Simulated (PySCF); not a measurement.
SMILES c1cc(ccc1)[SiH2]O at its GFN2-xTB optimised geometry (Å):

```
16

O     -0.5997    -3.1064     0.3580
Si    -1.5336    -1.8303    -0.0251
C     -0.5486    -0.2175     0.0000
C     -1.1963     1.0149    -0.0058
C     -0.4854     2.2007    -0.0068
C      0.8996     2.1779    -0.0025
C      1.5640     0.9636     0.0000
C      0.8437    -0.2175     0.0000
H     -0.1078    -3.1460     1.1737
H     -2.6447    -1.7036     0.9247
H     -1.9638    -2.1896    -1.3703
H     -2.2770     1.0399    -0.0093
H     -1.0095     3.1460    -0.0107
H      1.4580     3.1030    -0.0019
H      2.6447     0.9381     0.0012
H      1.3727    -1.1610    -0.0044
```

Level of theory: CAM-B3LYP/def2-TZVP run with PySCF.

Map of the HOMO−1 amplitude (bohr^(-3/2)) on the plane z = 1.0 Å; orbital energy -8.65 eV, overall sign arbitrary:

```
|5555555555555555555555555|
|5555555555555555555555555|
|5555555555555555555555555|
|5555555555555555555555555|
|5555555555555555555555555|
|5555555556666655555555555|
|5555555566787665555555555|
|5555555567998765444455555|
|5555555678998654344455555|
|5555555679987532234445555|
|5555555678875320124445555|
|5555555667754200134445555|
|5555555556542100234445555|
|5555555555432101234455555|
|5555555555443222344455555|
|5555555554444333444555555|
|5555555555444444445555555|
|5555555555555444455555555|
|5555555555555555555555555|
|5555555555555555555555555|
|5555555555555555555555555|
|5555555555555555555555555|
|5555555555555555555555555|
|5555555555555555555555555|
|5555555555555555555555555|
```
Scale: ten equal steps from -0.086 (start of '0') to 0.081 (end of '9'), in the order '0123456789'; x runs from -5.50 to 5.50, y from -5.50 (bottom) to 5.50 (top).
